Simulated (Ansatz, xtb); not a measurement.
## Two isomers of C5H9BS

Structure X is `C#CB(CC)SC`, a singlet and structure Y is `CBC1=CSCC1`, a singlet. Both are isolated molecules in the gas phase, relaxed with r2SCAN-D4/def2-SVP; each stands in its lowest conformer found.

Question: Estimate which is lower in electronic energy at CCSD(T)/def2-SVP + ΔMP2/def2-TZVPP, and by roughly how much.

Answer: The CCSD(T)/def2-SVP + ΔMP2/def2-TZVPP calculation puts structure Y lower, by 0.136 eV.

The same difference at several levels:

```tsv
level	geometry	E(Y) − E(X) (eV)	departure from the last row (eV)	job, with rough time for the two
GFN2-xTB	GFN2-xTB	−0.995	−0.859	optimisation, 0.33 s
HF/STO-3G	GFN2-xTB	−0.804	−0.668	single point, 0.34 s
r2SCAN-D4/def2-SVP//GFN2-xTB	GFN2-xTB	−0.300	−0.164	single point, 3.5 s
r2SCAN-D4/def2-SVP	r2SCAN-D4/def2-SVP	−0.322	−0.186	optimisation, 79 s
HF/def2-SVP	r2SCAN-D4/def2-SVP	−0.020	+0.116	part of the CCSD(T) run
MP2/def2-SVP	r2SCAN-D4/def2-SVP	−0.059	+0.077	part of the CCSD(T) run
CCSD(T)/def2-SVP	r2SCAN-D4/def2-SVP	−0.079	+0.057	single point
CCSD(T)/def2-SVP + ΔMP2/def2-TZVPP	r2SCAN-D4/def2-SVP	−0.136		single point, 72 s
```

As drawn, Y has 1 C=C, 1 C–S, 1 C–C, 1 B–H in place of 1 C≡C, 1 B–S, 1 C–H. Structure X has no ring, Y a 5-membered ring.

HF/def2-SVP finds them nearly level. The largest departure from CCSD(T)/def2-SVP + ΔMP2/def2-TZVPP is that of GFN2-xTB, 0.859 eV. The last row adds to CCSD(T) the change of the MP2 difference between the two basis sets, here −0.057 eV.

With thermal terms from frequencies at re-optimised GFN2-xTB minima (ideal gas, soft modes damped towards free rotors, one conformer each, 298.15 K, 1 atm): the zero-point term adds +0.035 eV; ΔH is −0.146 and ΔG −0.053 eV.

The correlated steps freeze 11 core orbitals. Run with Ansatz 0.2.0, xtb 6.7.1; the last row on 4 threads of Arm Neoverse V2 on a shared host.
